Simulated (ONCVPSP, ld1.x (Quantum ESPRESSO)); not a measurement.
Potentials for chlorine compared

Generated with ld1.x 7.5 (TM, RRKJ, ultrasoft, PAW), atompaw 4.2 or ONCVPSP 4.0.1. The cutoff is in Ry: for ld1.x and atompaw files where the sum of valence levels is converged to 10 mRy in a Bessel basis, for ONCV files where the hardest occupied wave has 1 mHa per electron of residual kinetic energy. The error is the largest all-electron minus pseudo excitation energy over each file’s own four to seven test configurations (ionisations up to +4, promotions, holes and added fractions of an electron), all of which were solved. The labels leave out finer settings (local radius, basis sizes, second energies), which also bear on the numbers. Spin-polarised tests are not counted. The rows are a selection from randomly drawn settings: files with unsolved tests, undetermined cutoffs or missed reference levels are left out.

A true bound ghost makes a file unfit for plane-wave use even where its test errors are small: the radial tests pick states by their node count and pass the ghost by.

```tsv
potential	cutoff (Ry)	largest error (meV)	bound ghosts
TM, BLYP, scalar-relativistic, rc 0.95/1.30 (sp), local s, core correction yes, reference 3s2 3p4.75	140	+28	none
ONCV, LDA (Perdew-Wang 92), fully relativistic, rc 1.10/1.35/1.20 (spd), local smoothed, core correction yes, reference 3s2 3p4.5, qcut 7.2/6.5/8.3, projectors 2/2/1	32	+182	s
TM, LDA (PZ), scalar-relativistic, rc 1.20/1.55/1.30 (spd), local smoothed, core correction no, reference 3s2 3p5	50	+354	none
RRKJ, PBE, non-relativistic, rc 1.00/1.60/1.35 (spd), local s, core correction yes, reference 3s2 3p5	110	+320	none
```

(1) Fill in the row for Cl: ultrasoft, PBEsol, scalar-relativistic, rc 1.30/1.50/1.45 (spd), local smoothed, core correction yes, reference 3s2 3p4.

(2) Fill in the row for Cl: ONCV, PBE, scalar-relativistic, rc 1.40/1.05/1.50 (spd), local smoothed, core correction yes, reference 3s1.5 3p5.5, qcut 5.5/9.3/6.7, projectors 2/1/2.

Answers

(1) cutoff 25 Ry, largest error +12 meV, bound ghosts: none.

(2) cutoff 78 Ry, largest error +26 meV, bound ghosts: none.
